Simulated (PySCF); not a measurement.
**Excitation energy of Cd+ by level of theory**

Cd+ [Kr] 4d10 5s1 (2S) → Cd+ [Kr] 4d9 5s2 (2D), as a difference of total energies. Computed with PySCF 2.14 in ANO-RCC-VTZP (7s6p4d2f1g, 68 functions), with the spin-free X2C one-electron Hamiltonian (Gaussian nucleus). Correlated levels: valence: [Kr] frozen; valence and next inner shell: [Ar] 3d10 frozen. The calculations carry no spin-orbit coupling.

```json
{"method": "UHF", "excitation energy (cm⁻¹)": "71754"}
{"method": "LDA", "excitation energy (cm⁻¹)": "70405"}
{"method": "PBE0", "excitation energy (cm⁻¹)": "71869"}
{"method": "r2SCAN", "excitation energy (cm⁻¹)": "72471"}
{"method": "PBEsol", "excitation energy (cm⁻¹)": "71016"}
{"method": "M06", "excitation energy (cm⁻¹)": "69970"}
{"method": "TPSSh", "excitation energy (cm⁻¹)": "71739"}
{"method": "SCS-MP2 (valence)", "excitation energy (cm⁻¹)": "71649"}
{"method": "MP2 (valence and next inner shell)", "excitation energy (cm⁻¹)": "71579"}
{"method": "SCS-MP2 (valence and next inner shell)", "excitation energy (cm⁻¹)": "70145"}
```

Estimate what MP2 (valence) gives.

73088 cm⁻¹, closest to r2SCAN among the rows shown.

Estimate what PBE gives.

70463 cm⁻¹, closest to LDA among the rows shown.

Errors of the correlated levels include the incompleteness of this basis and the frozen core.

For comparison: 71513 cm⁻¹ (measured; NIST levels, between the centres of gravity of the two terms).
